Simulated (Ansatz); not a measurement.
System: sum formula H4SiNO2, charge 0, multiplicity 2. It need not be the lowest isomer of its formula. SMILES: O[Si](N)O
Geometry from a B3LYP-D3(BJ)/def2-TZVP (Ansatz, a quantum-chemistry and plane-wave program) optimisation:
```xyz
8

Si     0.2512     0.0208    -0.2697
O      1.0758     0.0995     1.1666
O     -0.8507     1.2298    -0.5406
N     -0.7000    -1.3882    -0.1291
H      1.9100     0.5760     1.1557
H     -0.5284     2.0066    -1.0050
H     -0.3248    -2.2329     0.2704
H     -1.4751    -1.5580    -0.7490
```
Charge 0, spin multiplicity 2.

Quantity: atomisation energy (electronic, to ground-state atoms), in kcal/mol. Correlated levels leave the core frozen unless marked. UHF or UKS for open shells. No spin-orbit coupling. Non-relativistic. The coupled-cluster limit lacks core correlation, which all-electron functionals hold. CBS marks a two-point X^-3 extrapolation of the correlation energy; Hartree-Fock from the larger set (for Q and 5 zeta extrapolated as (X+1)exp(-9√X)).

| level | program | atomisation energy (kcal/mol) |
|---|---|---|
| SVWN5/def2-TZVPD | Ansatz | 820.6 |

Question: Estimate the value at CCSD(T)/CBS(cc-pV(Q+d)Z,cc-pV(5+d)Z) as computed with Ansatz.

Answer: 709.9 kcal/mol
